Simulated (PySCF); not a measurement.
## Electronic absorption of C5H9O2P

Species: C5H9O2P.
Cartesian coordinates in Å at the GFN2-xTB level; atoms count from 1:
```xyz
17
C5H9O2P angstrom
C      2.7368    0.0038    0.2353
C      1.3769   -0.2641   -0.3041
O      1.1005   -0.6401   -1.4086
P      0.0323    0.0638    0.9719
O      0.5158    0.2753    2.3420
C     -1.3714   -1.0801    0.5669
C     -1.9523   -0.0174   -0.3851
C     -1.1949    1.2039    0.1686
H      2.8788   -0.6126    1.1234
H      2.7748    1.0413    0.5694
H      3.5131   -0.1926   -0.5003
H     -1.1509   -2.0465    0.1206
H     -1.9806   -1.2217    1.4609
H     -3.0369    0.0731   -0.3520
H     -1.6453   -0.2219   -1.4090
H     -0.8533    1.9288   -0.5661
H     -1.7504    1.7190    0.9541
```

Level of theory: TDDFT CAM-B3LYP/def2-SVPD, vertical, gas phase, core orbitals frozen in the response in PySCF 2.14.0, density-fitted response routines.

```
state  E (eV)  E (hartree)       f     main configurations (H = HOMO, L = LUMO)
   S1    3.61       0.1326  0.0006                                    H→L (91%)
   S2    5.72       0.2101   0.029                                  H-1→L (99%)
   S3    6.24       0.2294  0.0011                                  H-2→L (80%)
   S4    6.76       0.2486  0.0023                     H→L+1 (73%), H→L+2 (17%)
   S5    7.16       0.2630   0.011        H→L+2 (49%), H→L+1 (18%), H→L+6 (15%)
   S6    7.46       0.2742   0.016  H-1→L+1 (36%), H-1→L+2 (28%), H-1→L+5 (13%)
   S7    7.56       0.2780  0.0003                                  H→L+3 (71%)
   S8    7.59       0.2789  0.0042                                  H-3→L (84%)
```

Triplets (Tamm–Dancoff): T1 3.05 eV, H→L (89%); T2 5.24 eV, H-1→L (89%); T3 5.93 eV, H-2→L (71%), H→L (9%).

The lowest singlet lies at 3.61 eV (344 nm, ultraviolet) and is very weak; its leading configuration is HOMO→LUMO (91%). The most intense listed level is S2 at 5.72 eV (217 nm, f = 0.029), 2.11 eV above S1. Löwdin shares by element: HOMO oxygen 53%, carbon 13% or more, phosphorus 11% (atoms not listed hold the other 22%); LUMO carbon 44% or more, oxygen 30% or more, phosphorus 10% (atoms not listed hold the other 16%). Weighted by f, the mean energy of these states is 6.55 eV. The oscillator strengths of these states sum to 0.063; summed over the whole spectrum of an exact calculation they would give the number of electrons, 70 (Thomas–Reiche–Kuhn). The listed states span 3.98 eV, and the widest gap between neighbours is 2.11 eV (S1 to S2). No computed singlet lies in the visible range (380 to 750 nm); the lowest, at 344 nm, stands 0.35 eV above its violet end (3.26 eV); a Tamm–Dancoff triplet lies at 406 nm, without intensity as long as spin–orbit coupling is left out. Singlets were solved by full linear response, triplets in the Tamm–Dancoff approximation.

On Arm Neoverse V1, one thread, no GPU, shared host, this took 62 s wall and 1.1 GiB of memory at its peak.

One conformer stands for the species.
